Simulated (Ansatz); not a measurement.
Basis-set extrapolation for C₃H₇BN₂ (`BC=C(N)C=N`) (PBE0-D4/def2-TZVP geometry, frozen core, Ansatz). Multiplicity 1, RHF reference.

```json
{"": "HF", "def2-TZVPP": "-251.313603", "def2-QZVPP": "-251.324981"}
{"": "MP2 correlation", "def2-TZVPP": "-0.991418", "def2-QZVPP": "-1.057265"}
{"": "CCSD(T) correlation", "def2-TZVPP": "-1.078293", "def2-QZVPP": "not run"}
```

Energies in hartree. Use E(X) = E(∞) + A·exp(−7.88·√X) for Hartree–Fock and E(X) = E(∞) + B·X^(−2.97) for correlation, with X = 3 and 4, and add CCSD(T) minus MP2 of the smaller set to the MP2 limit.

Question: What is the CCSD(T) energy at the basis-set limit?

Answer: HF limit: -251.324981 + (-0.011378) × 0.13774 = -251.32655. MP2 limit: -1.057265 + (-0.065847) × 0.74074 = -1.10604. Higher-order term: -1.078293 − (-0.991418) = -0.08687. Total: -252.51946 hartree, 80.0 kcal/mol below CCSD(T)/def2-TZVPP.
